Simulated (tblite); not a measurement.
C6H10N2S.
SMILES with atom numbers: `[CH3:1][C:2]([CH3:3])([CH3:4])[c:5]1[cH:6][s:7][n:8][n:9]1` (hydrogens: H10, H11, H12 on C1; H13, H14, H15 on C3; H16, H17, H18 on C4; H19 on C6)

Calculated harmonic vibrations of the isolated species, GFN2-xTB (tblite), most abundant isotopes, no scaling. Against measured fundamentals such values can be off by several per cent, at times by over 20.

Harmonic wavenumbers (cm⁻¹): 34.9, 126.2, 176.8, 200.8, 247.8, 272.8, 307.0, 312.3, 323.0, 399.3, 455.6, 515.1, 558.5, 635.3, 698.1, 756.0, 770.4, 864.7, 881.3, 963.7, 966.8, 968.1, 985.5, 1035.5, 1037.4, 1059.2, 1230.2, 1230.7, 1237.4, 1309.3, 1397.3, 1398.4, 1407.6, 1424.2, 1482.7, 1483.0, 1491.8, 1494.5, 1498.3, 1505.6, 1516.3, 3024.4, 3028.1, 3029.3, 3029.7, 3036.2, 3036.8, 3041.8, 3049.4, 3053.2, 3191.1.

A = 2951, B = 950.8, C = 852.7 MHz; mass 142.056 u (most abundant isotopes); point group Cs, symmetry number 1.

Zero-point energy?

Half the sum of the wavenumbers: 33590 cm⁻¹ = 96.04 kcal/mol.

Entropy at 350 K, 1 bar (ideal gas, RRHO, classical rotation)?

Translation 41.59, rotation 29.76, vibration 30.88: S = 102.2 cal/(mol K).

And Cp and H(350 K) − H(0)?

Cp = 42.98 cal/(mol K), of which vibrations give 35.03 (their classical limit is 51 R = 101.3); H(350 K) − H(0) = 8.71 kcal/mol without the zero-point energy, 5.92 from vibrations.

What must be added to the electronic energy to get the Gibbs energy at 350 K and 1 bar?

ZPE + [H(350 K) − H(0)] − T·S = 96.04 + 8.71 − 35.78 = 68.97 kcal/mol.

How do the functions run with temperature in this model?

| T (K) | S (cal/(mol K)) | Cp (cal/(mol K)) | H − H(0) (kcal/mol) | G − H(0) (kcal/mol) | ln q(vib) |
| --- | --- | --- | --- | --- | --- |
| 100 | 67.8 | 16.9 | 1.17 | -5.61 | 1.33 |
| 200 | 82.9 | 27.6 | 3.41 | -13.17 | 3.46 |
| 300 | 96.0 | 37.9 | 6.68 | -22.12 | 5.81 |
| 500 | 119.9 | 56.4 | 16.20 | -43.76 | 10.71 |
| 800 | 150.7 | 74.3 | 36.05 | -84.49 | 17.94 |
| 1000 | 168.1 | 82.1 | 51.73 | -116.41 | 22.48 |

q(vib) and H(0) count from the zero-point level.

Which modes carry the vibrational entropy at 350 K?

34.9 cm⁻¹: 5.85; 126.2 cm⁻¹: 3.31; 176.8 cm⁻¹: 2.66; 200.8 cm⁻¹: 2.42; 247.8 cm⁻¹: 2.03; 272.8 cm⁻¹: 1.86 cal/(mol K); the other 45 give 12.74 together.

Hindered rotation and anharmonicity are outside this model.

The run took 0.6 s wall on one thread of an Arm Neoverse V2, on a shared host. This covers the Hessian and the dipole derivatives.

The values belong to the conformer `[CH3:1][C:2]([CH3:3])([CH3:4])[c:5]1[cH:6][s:7][n:8][n:9]1`: C1–C2–C5–C6 0°.
